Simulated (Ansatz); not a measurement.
# Abstraction of H: CH2I2 + C3H3O → CHI2 + C3H4O

Species: CH2I2 `ICI`, singlet; C3H3O `C#CC[O]`, doublet; CHI2 `I[CH]I`, doublet; C3H4O (propargyl alcohol) `C#CCO`, singlet. A radical takes H: the energy is the difference in strength between the C–H bond broken and the O–H bond made.

Shapes, held fixed at every level: PBE0-D4/def2-TZVP. Flexible molecules stand in one conformer, not always the lowest. Programs: Ansatz 0.2.0. The zero-point and thermal change to 298 K, harmonic and unscaled (PBE0-D4/def2-TZVP), is +4.5 kJ/mol.

Q: Estimate ΔH(298 K) of this reaction.

A: The highest level, CCSD(T)/def2-TZVPP, gives ΔH(298 K) = -38.4 kJ/mol; the levels span -52.4 to +13.3. They disagree on the sign: 1 of 8 are positive. The column of differences is taken from that level and isn't an error. No measured value is set beside it here. Open shells run unrestricted unless RO is named. For atoms past krypton def2 sets carry core potentials with scalar relativity. Correlated rows may include outer-core shells of I, which these sets cover unevenly. Times are processor times on shared x86 and Arm servers, and rough.

```
                level                    kind  ΔH(298 K) (kJ/mol)  less CCSD(T)/def2-TZVPP  CPU time (sum over the molecules)
          HF/def2-SVP            Hartree–Fock               +13.3                    +51.7                                  –
     SPW92/def2-TZVPP                     LDA               -52.0                    -13.6                               21 s
    PBE-D4/def2-TZVPP                     GGA               -35.1                     +3.3                               39 s
  BHLYP-D4/def2-TZVPP           global hybrid               -20.9                    +17.5                               53 s
r2SCAN0-D4/def2-TZVPP           global hybrid               -31.8                     +6.6                               84 s
   wB97X-V/def2-TZVPP  range-separated hybrid               -29.3                     +9.1                            1.9 min
       MP2/def2-TZVPP     perturbation theory               -52.4                    -14.0                                  –
   CCSD(T)/def2-TZVPP   coupled cluster or CI               -38.4                      0.0                            9.3 min
```
